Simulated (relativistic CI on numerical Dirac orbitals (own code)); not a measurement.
## Fe²⁺ in a cubic cluster: L2,3 absorption with charge transfer

Computed with a charge-transfer multiplet model of a cubic metal-ligand cluster with up to 2 ligand holes, Slater and spin-orbit integrals from Dirac-Coulomb-Breit ions, Slater integrals scaled by 0.9. The ground state mixes d6 with configurations of k ligand holes L, whose averages lie at kΔ + k(k − 1)U_dd/2; a core hole lowers each added d electron by U_cd. 300 K, Lorentzian 0.4 eV and Gaussian 0.3 eV FWHM.

Atomic integrals in eV (Slater integrals scaled, ζ unscaled), ground: F2dd 9.813, F4dd 6.093, zeta_d 0.049; with the core hole: F2dd 10.545, F4dd 6.555, zeta_d 0.067, zeta_core 8.135, F2cd 6.142, G1cd 4.566, G3cd 2.594.

Cluster parameters (eV): Δ = 2.5, U_dd = 7.3, 10Dq = 1.1, 10Dq(ligand) = 0.3, V(eg) = 1.3, V(t2g) = -0.55, final-state hopping factor = 1.

```tsv
Case	n_d	d6	d7L	d8L2	S
U_cd = 6.9 eV	6.14	0.86	0.13	0.00	2.00
U_cd = 7.5 eV	6.14	0.86	0.13	0.00	2.00
U_cd = 8.7 eV	6.14	0.86	0.13	0.00	2.00
U_cd = 9.3 eV	6.14	0.86	0.13	0.00	2.00
U_cd = 9.9 eV	6.14	0.86	0.13	0.00	2.00
```

Weights, n_d and S are thermal averages at 300 K. Photon energies count from the first peak over 30 % of the highest in each spectrum, which can be another peak from case to case. The parameters are a model scan and need not match a compound or its usual spin state. Peaks in eV (height, largest 100):
- U_cd = 6.9 eV: -2.1 (20), -1.3 (29), 0.0 (100), 1.2 (55), 2.7 (22), 11.4 (13), 12.8 (34), 15.9 (8)
- U_cd = 7.5 eV: -2.1 (20), -1.3 (29), 0.0 (100), 2.7 (21), 11.4 (13), 12.8 (34), 15.9 (7)
- U_cd = 8.7 eV: -2.1 (21), -1.4 (28), 0.0 (100), 1.2 (47), 11.5 (13), 12.8 (33), 15.5 (7)
- U_cd = 9.3 eV: -2.1 (22), -1.5 (28), 0.0 (100), 3.8 (14), 11.4 (13), 12.8 (32), 15.1 (7), 16.4 (5)
- U_cd = 9.9 eV: -2.0 (23), -1.5 (27), 0.0 (100), 3.5 (17), 4.8 (14), 11.4 (13), 12.8 (31), 16.2 (6)

For the case U_cd = 8.7 eV, Δ = 2.5 eV is smaller than U_dd = 7.3 eV, the charge-transfer side of the Zaanen-Sawatzky-Allen scheme. With the core hole the configuration with one ligand hole lies at Δ + U_dd − U_cd = 2.9, 2.3, 1.1, 0.5, -0.1 eV from the one without, in the order of the table; where this is negative the screened configuration lies lower, though the effective hopping of about 1.9 eV (from the holes of the mixed ground state) mixes the two strongly wherever it is as large as the gap.
